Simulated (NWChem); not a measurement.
Species: C₄H₄F₂; SMILES CC=C=C(F)F

Computed with NWChem. Coordinates come from a PBE0/def2-SVP optimisation. Hybrids' shares of exact exchange are those that their runs print; pure functionals count as 0. The functionals differ in more than this share.

```
row                                   share of exact exchange  orbital gap (eV)
------------------------------------  -----------------------  ----------------
PBE/def2-SVP                                             0.00              4.30
LDA (Slater exchange, VWN5)/def2-SVP                     0.00              4.23
B3LYP/def2-SVP                                           0.20              6.21
PBE0/def2-SVP                                            0.25              6.65
PW6B95/def2-SVP                                          0.28          withheld
```

**Question.** Fit a straight line of the last column on the one before it, predict the withheld value, and compare with the run.

**Answer.** 
1. Means of the 4 shown rows: x = 0.113, y = 5.348. Slope Σ(x − x̄)(y − ȳ)/Σ(x − x̄)² = 0.4981/0.05188 = 9.602; intercept 4.267.
2. The shown rows scatter about the line by 0.029 (root mean square); the largest residual is -0.04, at LDA (Slater exchange, VWN5)/def2-SVP.
3. At x = 0.28 (PW6B95/def2-SVP; beyond the shown range) the line gives 6.96.
4. The run gives 6.85, -0.11 from the line, 3.8 times the scatter.
